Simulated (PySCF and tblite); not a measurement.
C6H11F3Si, numbered as in [F:1][C:2]([F:3])([F:4])[SiH:5]1[CH2:6][CH2:7][CH2:8][CH2:9][CH2:10]1. Conformers came from 90 starts (ETKDG and KDG, MMFF94s, GFN2-xTB); geometries are PBE0-D3(BJ)/def2-SVP. Energies: PBE0-D3(BJ)/def2-SVPD, with GFN2-xTB thermal terms (modes under about 100 cm⁻¹ blended into free rotors). Symmetry numbers and mirror images are counted. Conformers within 4 kcal/mol (GFN2-xTB free energy) were kept, 5 at most. GIAO shieldings: PBE0/pcSseg-1. Shifts are against TMS (¹H), TMS (¹³C), CFCl3 (¹⁹F), TMS (²⁹Si) at the same level; of two unlike H on one atom, a is the less shielded. (PySCF 2.14, tblite 0.8.)

The 6-ring runs over atoms 5–6–7–8–9–10.

Two conformers hold nearly all the population. I: 6-ring chair (all substituents equatorial); δ(H7b/H9b) = 1.19 ppm. II: 6-ring chair (C2 axial); δ(H7b/H9b) = 1.88 ppm. The average over the ensemble at 298.15 K is 1.62 ppm.

What populations and free-energy difference follow from a two-state model?

p(I) = (1.62 − 1.88)/(1.19 − 1.88) = 0.38, so K = p(II)/p(I) = 1.65 and G(II) − G(I) = −RT ln K = -0.30 kcal/mol. The weights computed directly are 37.7 % and 62.3 %.
